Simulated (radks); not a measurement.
Valence configurations of Er II (all share [Xe]). Calculated with a radial shooting solver on a logarithmic mesh with Libxc functionals: Dirac Kohn-Sham, PBEsol, spin-unpolarised, spherical densities, finite nucleus; open shells are shared between the two j in proportion to 2j + 1; Fermi nuclear charge, rms radius 5.2516 fm. Energies are relative to 4f12 6s1; eigenvalues in eV.

4f12 6s1: E (eV) 0.000; e(4f5/2) -10.375; e(4f7/2) -9.290
4f10 5d2 6s1: E (eV) 16.087; e(4f5/2) -23.823; e(4f7/2) -22.601; e(5d3/2) -9.808; e(5d5/2) -9.358
4f10 5d2.5 6s0.5: E (eV) 16.582; e(4f5/2) -22.681; e(4f7/2) -21.460; e(5d3/2) -9.063; e(5d5/2) -8.635
4f12 5d1: E (eV) 2.494; e(4f5/2) -8.805; e(4f7/2) -7.721; e(5d3/2) -5.812; e(5d5/2) -5.564
4f12 5d0.5 6p0.5: E (eV) 2.946; e(4f5/2) -10.238; e(4f7/2) -9.153; e(5d3/2) -6.831; e(5d5/2) -6.557; e(6p1/2) -5.853
4f12 6p1: E (eV) 3.585; e(4f5/2) -11.781; e(4f7/2) -10.695; e(6p1/2) -6.500
4f11.5 5d0.5 6s1: E (eV) 2.097; e(4f5/2) -13.435; e(4f7/2) -12.316; e(5d3/2) -7.624; e(5d5/2) -7.302
4f9 5d3 6s1: E (eV) 32.809; e(4f5/2) -31.561; e(4f7/2) -30.270; e(5d3/2) -11.181; e(5d5/2) -10.644
4f11 6s2: E (eV) 3.991; e(4f5/2) -18.966; e(4f7/2) -17.812
4f10 5d3: E (eV) 17.208; e(4f5/2) -21.613; e(4f7/2) -20.393; e(5d3/2) -8.363; e(5d5/2) -7.955

NIST lists [Xe] 4f12 6s1 as the ground configuration; this level of theory agrees among the configurations tried. The energies are those of spherical spin-averaged densities, not of single terms.
